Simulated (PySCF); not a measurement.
# MoBr₂ + O₂ → MoO₂ + Br₂

Level: B3LYP in the def2-TZVP basis family, computed in PySCF with density fitting; scalar-relativistic core potentials for atoms from Rb on, none lighter, no spin–orbit coupling; open shells unrestricted.

| species | state and structure | E (Eh) | ZPE (kJ/mol) | H(298 K) − H(0) (kJ/mol) | S° (J/(mol K)) |
| --- | --- | --- | --- | --- | --- |
| MoBr₂ | quintet, C2v, Mo–Br 2.429 Å (×2); Br–Mo–Br 132.2° | -5216.65380 | 3.6 | 14.5 | 340.6 |
| O₂ | triplet, D∞h, O–O 1.204 Å | -150.38977 | 9.8 | 8.7 | 205.0 |
| MoO₂ | triplet, C2v, Mo–O 1.697 Å (×2); O–Mo–O 114.5° | -218.75371 | 13.6 | 11.2 | 276.4 |
| Br₂ | singlet, D∞h, Br–Br 2.316 Å | -5148.35943 | 1.9 | 9.7 | 245.5 |

Task: What is the electronic reaction energy?

Result: At B3LYP/def2-TZVP, ΔE = -182.7 kJ/mol from the differences of the total energies times 2625.5, downhill. 

Task: Add zero-point, thermal and entropy terms for 298.15 K and 1 bar.

Result: ΔZPE = 2.1 and Δ[H(298) − H(0)] = -2.3 kJ/mol give ΔH° = -182.9 kJ/mol. ΔS° = -23.7 J/(mol K), so ΔG° = -182.9 − 298.15 × (-0.0237) = -176 kJ/mol.

Open d or f shells are single determinants, so the state found may not be the ground state. Each species is the lowest minimum found with this bonding; other isomers or fragments can lie lower.
